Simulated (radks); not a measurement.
Q: Pd21+, 25 electrons, occupied as [Ar] 3d7 (the NIST ground configuration). Calculated with a radial shooting solver on a logarithmic mesh with Libxc functionals: non-relativistic Kohn-Sham, TPSS, spin-polarised, spherical densities, point nucleus; open shells are filled with parallel spins first (spin-orbit coupling, left out, can overturn this in heavy ions); meta-GGA in the generalised Kohn-Sham scheme; relativity is left out, which matters for an element this heavy. Some entries of the table are withheld. Estimate them.

| orbital | occ. | eigenvalue (eV) | <1/r> (bohr^-1) |
|---|---|---|---|
| 1s up | 1 | -24177.18 | 45.49 |
| 1s down | 1 | -24177.18 | 45.49 |
| 2s up | 1 | -4064.732 | 10.36 |
| 2s down | 1 | -4058.419 | 10.37 |
| 2p up | 3 | -3826.241 | 10.35 |
| 2p down | 3 | -3821.443 | 10.36 |
| 3s up | 1 | (1) | 3.838 |
| 3s down | 1 | (2) | 3.823 |
| 3p up | 3 | -1145.827 | 3.766 |
| 3p down | 3 | -1137.253 | 3.750 |
| 3d up | 5 | -980.1161 | 3.634 |
| 3d down | 2 | -969.8847 | 3.622 |

A: 
(1) 3s up eigenvalue (eV): -1239.514
(2) 3s down eigenvalue (eV): -1231.438
